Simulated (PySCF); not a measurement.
Isomers of C3H9N3OSi2, one GFN2-xTB conformer each. Single-point energies are computed at PBE0/pcSseg-1 (PySCF, gas phase, no added dispersion term), electronic only.

Question: Rank them by PBE0/pcSseg-1 energy, lowest first (kJ/mol).
A. `[N:1]#[C:2][C@@H:3]1[O:4][CH2:5][Si@H:6]([NH2:7])[NH:8][SiH2:9]1` with C5–Si6–N7–H 177° and -42°, C2–C3–O4–C5 -37°, C3–O4–C5–Si6 -53°, O4–C5–Si6–N7 120°, C5–Si6–N8–Si9 25°
B. `[N:1]#[C:2][C@@H:3]1[O:4][CH2:5][SiH2:6][NH:7][Si@H:8]1[NH2:9]` with N7–Si8–N9–H 79° and -63°, C2–C3–O4–C5 -44°, C3–O4–C5–Si6 -66°, O4–C5–Si6–N7 24°, C5–Si6–N7–Si8 -6°

Answer: A (0.0), B (4.0).

Neighbours under 10 kJ/mol apart (N#C[C@@H]1OC[Si@H](N)N[SiH2]1 and N#C[C@@H]1OC[SiH2]N[Si@H]1N) can change places with a better method, another conformer or zero-point energy. GFN2-xTB itself gives, in the same order: 0.0, 5.9. Both levels put the same isomer lowest.

Question: Which frontier levels, dipoles and rotational constants go with these structures?

Answer: 
```tsv
SMILES	HOMO (eV, PBE0/pcSseg-1)	LUMO (eV)	dipole (D)	A, B, C (MHz)
N#C[C@@H]1OC[Si@H](N)N[SiH2]1	-7.12	-0.30	2.71	1448, 1207, 1006
N#C[C@@H]1OC[SiH2]N[Si@H]1N	-7.15	-0.34	4.43	1307, 1232, 877.8
```

Question: As an exercise, what shares would exp(−E/RT) give at 298.15 K from these electronic energies alone (no entropy, no degeneracies)?

Answer: RT = 2.479 kJ/mol: N#C[C@@H]1OC[Si@H](N)N[SiH2]1 83.4 %, N#C[C@@H]1OC[SiH2]N[Si@H]1N 16.6 %.
